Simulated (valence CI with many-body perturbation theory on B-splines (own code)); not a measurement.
Ho⁵³⁺: electric-dipole lines

Level of theory: relativistic CI+MBPT: four valence electrons over a frozen Dirac-Fock core [Ne], radial functions for each j: 11 s, 11 p, 10 d, 8 f, 5 g, 2 h, with the one-electron correlation potential Σ1 (screened to all orders), the two-electron term Σ2, the three-electron term Σ3, Breit, model QED; selected single and double excitations, second order for the rest, scaled by the run's own slope (own B-spline code, finite nucleus).

No measured spectrum was set against this ion. As an estimate, large intervals hold to a few tenths of a per cent, small ones and those within an open d or f shell to about a per cent. Among the levels kept, up to 580 cm⁻¹ of a level comes from second order outside the variational space, and about a tenth of that is noise between levels of different J, which matters for small intervals.

Lines 51 to 100 of 561 in falling wavelength, among levels below 1251.4 eV, chosen from the strongest by gf and those to the six lowest levels. Wavelengths and rates use the calculated energies. Electric multipoles are in the length gauge, E1 and E2 with the static RPA response of the core. Weak lines are less certain than strong ones. Lines between different terms over intervals too small for the method are left out, as are lines whose strength nearly cancels. Where a level lies close to another of its J and parity, the split of strength between their lines is uncertain. The highest levels of a list are the least certain.

Levels are named by their leading jj configuration (3d3/2^4 stands for four electrons in 3d with j = 3/2), which in mixed levels can hold well under half, so a name can repeat and another be missing. Letters in brackets count levels of one name in rising energy.

| λ vac (Å) | Upper | Lower | A (s⁻¹) | log gf | Branch % |
| --- | --- | --- | --- | --- | --- |
| 74.09 | (3s 3p1/2 3p3/2 3d5/2) J=3 [c] | (3s^2 3p3/2 3d5/2) J=4 | 2.34e+10 | -0.87 | 2.6 |
| 73.86 | (3p1/2^2 3d3/2 3d5/2) J=4 | (3s 3p1/2 3d3/2 3d5/2) J=4 [b] | 1.80e+10 | -0.88 | 6.0 |
| 73.45 | (3s 3p1/2^2 3p3/2) J=1 | (3s^2 3p1/2 3p3/2) J=1 | 1.02e+10 | -1.60 | 2.6 |
| 73.17 | (3s 3p1/2 3p3/2 3d3/2) J=2 [e] | (3s^2 3p3/2 3d3/2) J=3 | 2.50e+10 | -1.00 | 1.2 |
| 73.12 | (3s 3p1/2 3p3/2 3d5/2) J=4 [c] | (3s^2 3p3/2 3d5/2) J=4 | 1.48e+10 | -0.97 | 2.3 |
| 73.01 | (3p1/2 3p3/2^2 3d5/2) J=4 [a] | (3s 3p3/2^2 3d5/2) J=5 | 3.67e+10 | -0.58 | 3.4 |
| 72.91 | (3p1/2^2 3p3/2 3d5/2) J=2 | (3s 3p1/2 3p3/2 3d5/2) J=3 [a] | 2.42e+10 | -1.02 | 4.7 |
| 72.76 | (3p1/2^2 3d3/2 3d5/2) J=4 | (3s 3p1/2 3d3/2 3d5/2) J=5 | 6.17e+10 | -0.36 | 20.6 |
| 72.39 | (3p1/2 3p3/2^2 3d5/2) J=4 [b] | (3s 3p3/2^2 3d5/2) J=4 [a] | 1.98e+10 | -0.85 | 1.3 |
| 72.20 | (3p1/2 3p3/2^2 3d3/2) J=2 [b] | (3s 3p3/2^2 3d3/2) J=3 [a] | 2.22e+10 | -1.06 | 1.2 |
| 71.91 | (3s 3p1/2^2 3d3/2) J=1 | (3s 3p1/2^2 3p3/2) J=1 | 1.18e+10 | -1.56 | 28.6 |
| 71.72 | (3p1/2^2 3d3/2 3d5/2) J=3 | (3s 3p1/2 3d3/2 3d5/2) J=4 [a] | 5.38e+10 | -0.54 | 21.3 |
| 71.66 | (3p1/2 3p3/2^2 3d3/2) J=3 [b] | (3s 3p3/2^2 3d3/2) J=4 | 4.67e+10 | -0.60 | 2.3 |
| 71.55 | (3p1/2^2 3p3/2 3d5/2) J=4 | (3s 3p1/2 3p3/2 3d5/2) J=5 | 5.72e+10 | -0.40 | 12.2 |
| 70.95 | (3p1/2^2 3p3/2 3d3/2) J=3 | (3s 3p1/2 3p3/2 3d3/2) J=4 | 6.71e+10 | -0.45 | 11.4 |
| 70.90 | (3p1/2 3p3/2^2 3d5/2) J=5 | (3s 3p3/2^2 3d5/2) J=5 | 2.90e+10 | -0.62 | 4.3 |
| 70.81 | (3p1/2^2 3p3/2 3d3/2) J=2 | (3s 3p1/2 3p3/2 3d3/2) J=3 [a] | 4.08e+10 | -0.81 | 16.2 |
| 70.21 | (3p1/2^2 3d3/2^2) J=2 | (3s 3p1/2 3d3/2^2) J=2 [a] | 3.28e+10 | -0.92 | 21.1 |
| 69.60 | (3s 3p1/2 3p3/2 3d3/2) J=2 [b] | (3s 3p1/2 3p3/2^2) J=3 | 4.34e+10 | -0.80 | 8.2 |
| 69.50 | (3s 3p1/2 3d3/2 3d5/2) J=3 [b] | (3s 3p1/2 3p3/2 3d5/2) J=4 [b] | 1.77e+10 | -1.05 | 3.3 |
| 69.41 | (3s 3p1/2^2 3d3/2) J=2 | (3s 3p1/2^2 3p3/2) J=1 | 3.95e+09 | -1.85 | 9.8 |
| 67.48 | (3p1/2^2 3d3/2 3d5/2) J=2 | (3s 3p1/2 3d3/2 3d5/2) J=3 [b] | 3.84e+10 | -0.88 | 14.2 |
| 66.72 | (3s^2 3p1/2 3d3/2) J=2 | (3s^2 3p1/2 3p3/2) J=2 | 6.68e+09 | -1.65 | 96.0 |
| 66.22 | (3p1/2^2 3d3/2^2) J=2 | (3p1/2^2 3p3/2 3d3/2) J=3 | 2.44e+10 | -1.10 | 15.7 |
| 65.87 | (3p1/2^2 3p3/2 3d3/2) J=1 | (3s 3p1/2 3p3/2 3d3/2) J=2 [b] | 6.21e+10 | -0.92 | 10.6 |
| 64.20 | (3p1/2^2 3p3/2 3d5/2) J=4 | (3s 3p1/2 3p3/2 3d5/2) J=4 [a] | 2.94e+10 | -0.79 | 6.3 |
| 63.85 | (3s^2 3p1/2 3d3/2) J=2 | (3s^2 3p1/2 3p3/2) J=1 | 2.79e+08 | -3.07 | 4.0 |
| 62.73 | (3s 3p1/2^2 3d3/2) J=1 | (3s 3p1/2^2 3p3/2) J=2 | 4.23e+09 | -2.13 | 10.3 |
| 62.30 | (3s 3p1/2 3d3/2 3d5/2) J=4 [b] | (3s 3p1/2 3p3/2 3d5/2) J=4 [b] | 1.86e+10 | -1.01 | 6.1 |
| 60.82 | (3s 3p1/2^2 3d3/2) J=2 | (3s 3p1/2^2 3p3/2) J=2 | 1.16e+10 | -1.49 | 29.0 |
| 59.02 | (3s 3p1/2^2 3d5/2) J=3 | (3s^2 3p1/2 3d3/2) J=2 | 1.51e+08 | -3.26 | 0.1 |
| 58.05 | (3p1/2^2 3d3/2 3d5/2) J=4 | (3p1/2^2 3p3/2 3d5/2) J=4 | 2.99e+10 | -0.87 | 10.0 |
| 57.28 | (3s 3p1/2 3d3/2 3d5/2) J=5 | (3s 3p1/2 3p3/2 3d5/2) J=5 | 1.96e+10 | -0.98 | 9.4 |
| 55.75 | (3s 3p1/2^2 3d5/2) J=2 | (3s^2 3p1/2 3d3/2) J=2 | 1.00e+09 | -2.63 | 0.6 |
| 55.58 | (3s^2 3p1/2 3d3/2) J=1 | (3s^2 3p1/2 3p3/2) J=2 | 3.60e+09 | -2.30 | 0.2 |
| 53.68 | (3s 3p1/2 3d5/2^2) J=4 [a] | (3s 3p1/2 3p3/2 3d5/2) J=3 [c] | 2.90e+10 | -0.95 | 5.7 |
| 53.57 | (3s^2 3p1/2 3d3/2) J=1 | (3s^2 3p1/2 3p3/2) J=1 | 2.11e+09 | -2.56 | 0.1 |
| 53.13 | (3s 3p1/2 3d5/2^2) J=3 [b] | (3s 3p1/2 3p3/2 3d5/2) J=2 [d] | 1.25e+11 | -0.43 | 20.3 |
| 53.05 | (3s 3p1/2 3d5/2^2) J=3 [a] | (3s 3p1/2 3p3/2 3d5/2) J=2 [c] | 2.76e+10 | -1.09 | 7.0 |
| 52.19 | (3s 3p1/2 3d5/2^2) J=4 [b] | (3s 3p1/2 3p3/2 3d5/2) J=3 [d] | 1.54e+11 | -0.25 | 39.1 |
| 51.96 | (3s 3p1/2 3d3/2 3d5/2) J=3 [c] | (3s 3p1/2 3p3/2 3d3/2) J=3 [c] | 3.20e+10 | -1.04 | 8.7 |
| 51.90 | (3s 3p1/2 3d5/2^2) J=5 | (3s 3p1/2 3p3/2 3d5/2) J=4 [c] | 5.93e+10 | -0.58 | 21.4 |
| 51.76 | (3s 3p1/2 3d5/2^2) J=3 [b] | (3s 3p1/2 3p3/2 3d5/2) J=2 [c] | 6.83e+10 | -0.72 | 11.1 |
| 51.41 | (3s 3p1/2 3d3/2 3d5/2) J=4 [b] | (3s 3p1/2 3p3/2 3d3/2) J=3 [c] | 7.81e+10 | -0.55 | 25.8 |
| 51.37 | (3s 3p1/2 3d5/2^2) J=3 [b] | (3s 3p1/2 3p3/2 3d5/2) J=3 [d] | 5.44e+10 | -0.82 | 8.8 |
| 51.13 | (3s^2 3d5/2^2) J=4 | (3s^2 3p3/2 3d5/2) J=3 | 2.27e+11 | -0.10 | 64.7 |
| 50.94 | (3s^2 3d5/2^2) J=2 | (3s^2 3p3/2 3d5/2) J=1 | 9.72e+10 | -0.72 | 21.3 |
| 50.81 | (3s 3p1/2 3d5/2^2) J=4 [a] | (3s 3p1/2 3p3/2 3d5/2) J=3 [b] | 7.26e+10 | -0.60 | 14.2 |
| 50.56 | (3s 3p1/2 3d5/2^2) J=1 [a] | (3s 3p1/2 3p3/2 3d5/2) J=0 | 6.96e+10 | -1.10 | 10.5 |
| 50.55 | (3s 3p1/2 3d3/2 3d5/2) J=3 [e] | (3s 3p1/2 3p3/2 3d3/2) J=2 [e] | 1.18e+11 | -0.50 | 9.2 |

Question: How does gf follow from A for the line at 50.55 Å?

Answer: gf = 1.4992 × (2J+1)_upper × A / σ², with σ = 1978196 cm⁻¹ and 2J+1 = 7: gf = 0.316.
